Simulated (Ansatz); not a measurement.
C₃H₇NOSi (`COC1=N[SiH]1C`) at its PBE0-D4/def2-TZVP geometry, where that method's forces vanish. Charge 0, multiplicity 1.

```xyz
13

C    -1.3696   -2.3751    0.0081
O    -0.6920   -1.4649    0.8824
C    -0.4660   -0.2779    0.3600
N    -0.7461    0.1995   -0.7986
Si    0.0986    1.3934    0.2144
C     1.8495    1.8785   -0.1539
H    -1.4881   -3.2969    0.5725
H    -2.3416   -1.9718   -0.2801
H    -0.7781   -2.5481   -0.8925
H    -0.6957    2.5090    0.7809
H     2.3518    2.2344    0.7492
H     2.4071    1.0308   -0.5548
H     1.8701    2.6891   -0.8876
```

Problem. What forces (eV/Å) does ωB97M-V/def2-TZVPP give on these atoms in the Gaussian-basis code of Ansatz? (Best estimate.)

Solution. Ansatz gave: 
```
C1  -0.114 -0.146 -0.151
O2   0.001 -0.202  0.191
C3   0.101  0.299 -0.034
N4   0.015  0.006  0.027
Si5 -0.100  0.118 -0.027
C6   0.035  0.022  0.000
H7   0.007  0.078 -0.056
H8   0.081 -0.036  0.021
H9  -0.052  0.014  0.072
H10  0.104 -0.125 -0.061
H11 -0.033 -0.026 -0.070
H12 -0.043  0.063  0.030
H13 -0.002 -0.064  0.059
```
